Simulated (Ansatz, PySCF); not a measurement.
C2F5, SMILES F[C](F)C(F)(F)F (connectivity only; charge and spin as stated), charge +1, multiplicity 1. Atoms are numbered in the order given.

```xyz
7

F      1.3245    -1.2801    -0.1968
C      0.8756    -0.1509    -0.0065
F      1.6777     0.7461     0.2479
C     -0.6792     0.1260    -0.0348
F     -1.0651    -0.0845     1.1977
F     -0.8501     1.3605    -0.3970
F     -1.2114    -0.7177    -0.8651
```
Charge +1, spin multiplicity 1.

Geometry: PBE0-D3(BJ)/def2-SVP. The spin state was assumed, not searched. The isomer is the one that the SMILES or the coordinates give; other isomers of the formula were not compared.

Two levels are set side by side: PBE-D3(BJ)/def2-SVP (Ansatz, an electronic-structure program) and PBE0-D3(BJ)/def2-SVP (Ansatz). Each level has its own optimised geometry; the coordinates shown are those of the second. Frequencies come from the Hessian of PySCF at each geometry. Differences are taken from unrounded values.

| quantity | PBE0-D3(BJ) | PBE-D3(BJ) | PBE-D3(BJ) minus PBE0-D3(BJ) |
|---|---|---|---|
| mean bond length (Å) | 1.324 | 1.340 | 0.016 |
| bond F1–C2 (Å) | 1.230 | 1.249 | 0.019 |
| bond C2–F3 (Å) | 1.230 | 1.249 | 0.019 |
| bond C2–C4 (Å) | 1.580 | 1.585 | 0.006 |
| bond C4–F5 (Å) | 1.309 | 1.332 | 0.023 |
| bond C4–F6 (Å) | 1.298 | 1.314 | 0.016 |
| bond C4–F7 (Å) | 1.298 | 1.314 | 0.016 |
| highest harmonic wavenumber (cm⁻¹) | 1694 | 1585 | -109 |
| mean harmonic wavenumber (cm⁻¹) | 786 | 736 | -49 |
| zero-point energy (kcal/mol) | 16.85 | 15.79 | -1.06 |

Exact exchange shortens and stiffens bonds; PBE has none. Differences between two approximate levels are no errors against the true value.
